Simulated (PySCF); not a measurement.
# Bromine: a sound run and one with changed settings

Sound run: Br⁺ [Ar] 3d10 4s2 4p4, Br²⁺ [Ar] 3d10 4s2 4p3. Calculation: PySCF 2.14, in def2-SVP (5s4p3d, 32 functions); no relativity, point nucleus. The sound run starts from symmetry-adapted Hartree-Fock orbitals and uses a fine grid where one is needed.

Changed run: radial step 1.2 in ln r (0.13 in the sound run). This setting is unsound on purpose.

| species | method | sound run (hartree) | changed run (hartree) | converged |
| --- | --- | --- | --- | --- |
| Br⁺ | UHF | -2571.68517 | -2571.68517 | yes |
| Br⁺ | B3LYP | -2573.38906 | -2560.98618 | yes |
| Br⁺ | PBE0 | -2573.06435 | -2561.21458 | yes |
| Br²⁺ | UHF | -2570.93895 | -2570.93895 | yes |
| Br²⁺ | B3LYP | -2572.59395 | -2560.14182 | yes |
| Br²⁺ | PBE0 | -2572.27638 | -2560.38834 | yes |

Ionisation energy of Br⁺:

```csv
method,sound run (eV),changed run (eV)
UHF,20.306,20.306
B3LYP,21.636,22.976
PBE0,21.442,22.483
```

A coarse radial grid mis-integrates the density and the exchange-correlation energy, with errors of either sign; Hartree-Fock needs no grid.

For comparison, NIST gives 21.591 eV between the lowest levels.
